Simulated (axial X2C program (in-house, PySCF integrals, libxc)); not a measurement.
## InF: from the spin-free to the two-component result

Calculated with an in-house all-electron X2C program for linear molecules (integrals from PySCF). Spin-free means the one-electron spin-free X2C Hamiltonian; two-component (2c) means X2C with spin–orbit coupling and atomic mean-field two-electron Coulomb and Gaunt terms, so the difference of the two also holds small scalar two-electron terms. Basis: In dyall-cv3z [11s12p9d4f1g], F dyall-av3z [7s6p3d2f] (cores contracted in-house); Gaussian nuclei, density fitting, unrestricted open shells. Masses: In 114.904 u, F 18.998 u.

Spin-free state: M_S = 0, Λ = 0 (closed shell); fragments In + F.

```json
{"level": "PBE0", "Re (Å)": "1.995", "ωe (cm⁻¹)": "524.5", "De (eV)": "5.445", "μ (D)": "-3.25"}
{"level": "HF", "Re (Å)": "1.978", "ωe (cm⁻¹)": "549.3", "De (eV)": "3.671", "μ (D)": "-3.14"}
{"level": "MP2", "Re (Å)": "1.995", "ωe (cm⁻¹)": "523.9", "De (eV)": "5.848", "μ (D)": "n/a"}
{"level": "CCSD", "Re (Å)": "1.993", "ωe (cm⁻¹)": "531.6", "De (eV)": "5.536", "μ (D)": "n/a"}
{"level": "CCSD(T)", "Re (Å)": "1.993", "ωe (cm⁻¹)": "530.9", "De (eV)": "n/a", "μ (D)": "n/a"}
{"level": "TPSSh", "Re (Å)": "2.002", "ωe (cm⁻¹)": "519.3", "De (eV)": "5.538", "μ (D)": "-3.16"}
```

Correlated methods: 20 electrons correlated (number of frozen shells: In 4 s, 3 p, 1 d; F 1 s), 258 virtual spin orbitals or spinors in MP2, 108 natural virtuals in coupled cluster.

Dipoles are positive if F is the positive end.

Two-component determinant lowest at the distance of the search:

Ω = 0 (closed shell); fragments In + F.

```csv
level,Re (Å),ωe (cm⁻¹),De (eV),μ (D)
PBE0,1.995,524.4,n/a,-3.25
HF,1.978,549.2,3.475,-3.14
MP2,1.996,523.7,5.701,n/a
CCSD,1.992,531.5,5.352,n/a
CCSD(T),1.993,529.9,n/a,n/a
TPSSh,2.002,519.2,n/a,-3.16
```

Q: From the two tables, how do the constants change at the CCSD(T) level (2c against spin-free)?

A: At the CCSD(T) level Re is unchanged within 0.001 Å and ωe decreases by 1.0 cm⁻¹.

The state is a single determinant with fixed occupations, the lowest that a limited PBE0 search found. The closed shell is kept restricted, so the energy runs too high when the bond is stretched far. De is counted from the lowest determinant-based energies of the atoms at the same level, without counterpoise correction. De is not given where an atomic determinant may have missed its ground term or J level, or where the truncated virtual space spoils (T). Coupled cluster ran in a truncated set of natural virtual spinors; the MP2 energy of the rest was added. (T) has no such correction and the atoms are truncated less, which lowers De at CCSD(T) by a hundredth of an eV or more. Without a current term, density functionals place determinants with orbital angular momentum somewhat too high.
